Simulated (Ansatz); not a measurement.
Geometry optimisation, RKS B3LYP-D4/def2-SVP (Ansatz).

input.yaml

```yaml
crystal:
  periodic: [false, false, false]
  atoms:
    - { symbol: W, position_ang: [0.0, 0.0, 0.0] }
    - { symbol: Cl, position_ang: [1.1194, 0.0, 2.3356] }
    - { symbol: H, position_ang: [1.8219, 0.0, 0.6057] }
    - { symbol: F, position_ang: [0.0, 1.85, 0.0] }
    - { symbol: F, position_ang: [-1.85, 0.0, 0.0] }
    - { symbol: O, position_ang: [0.0, -1.94, 0.0] }
    - { symbol: H, position_ang: [0.3816, -2.2771, 0.8723] }
    - { symbol: F, position_ang: [0.0, 0.0, -1.85] }
basis:
  gaussian: { orbitals: def2-SVP }
hamiltonian:
  xc: b3lyp
  dispersion: d4
relax:
  f_tol: 0.15
  max_steps: 25
  restrain:
    - { distance: [1, 2], at: 2.57, k: 30.0 }
    - { distance: [0, 1], at: 2.39, k: 30.0 }
    - { distance: [0, 2], at: 1.72, k: 30.0 }
```

Command:

```bash
$ ansatz run input.yaml --threads 4 --pin off --max-ram 5120MiB --backend cpu --events-out ev --progress --plain --runs-dir out
```

Q: Where does it end, and by what steps?

A: The forces met the threshold. The restraints hold the end off the free minimum. After 10 steps the energy has fallen by 2.803 eV (the restraints' own energy left out); H3 moved furthest, 0.99 Å.

```json
{"step": "0", "energy less start (eV)": "0.0000", "largest force component (eV/Å)": "4.362", "accepted": "yes"}
{"step": "1", "energy less start (eV)": "-1.0625", "largest force component (eV/Å)": "2.057", "accepted": "yes"}
{"step": "2", "energy less start (eV)": "-1.7722", "largest force component (eV/Å)": "1.692", "accepted": "yes"}
{"step": "3", "energy less start (eV)": "-2.3827", "largest force component (eV/Å)": "0.846", "accepted": "yes"}
{"step": "4", "energy less start (eV)": "-2.5992", "largest force component (eV/Å)": "0.820", "accepted": "yes"}
{"step": "5", "energy less start (eV)": "-2.7314", "largest force component (eV/Å)": "0.742", "accepted": "yes"}
{"step": "6", "energy less start (eV)": "-2.7747", "largest force component (eV/Å)": "0.808", "accepted": "yes"}
{"step": "7", "energy less start (eV)": "-2.7904", "largest force component (eV/Å)": "0.536", "accepted": "yes"}
{"step": "8", "energy less start (eV)": "-2.7992", "largest force component (eV/Å)": "0.367", "accepted": "yes"}
{"step": "9", "energy less start (eV)": "-2.8009", "largest force component (eV/Å)": "0.625", "accepted": "yes"}
{"step": "10", "energy less start (eV)": "-2.8033", "largest force component (eV/Å)": "0.492", "accepted": "yes"}
```

```xyz
8
Properties=species:S:1:pos:R:3
W 0.062 -0.038 0.101
Cl 1.148 -0.129 2.207
H 1.656 0.480 -0.244
F -0.134 1.735 0.625
F -1.745 0.198 -0.385
O 0.060 -1.883 0.317
H 0.148 -2.467 1.084
F 0.278 -0.263 -1.741
```

The run took 36 s on 4 threads of Arm Neoverse V1 (shared host), peak memory 0.3 GiB.
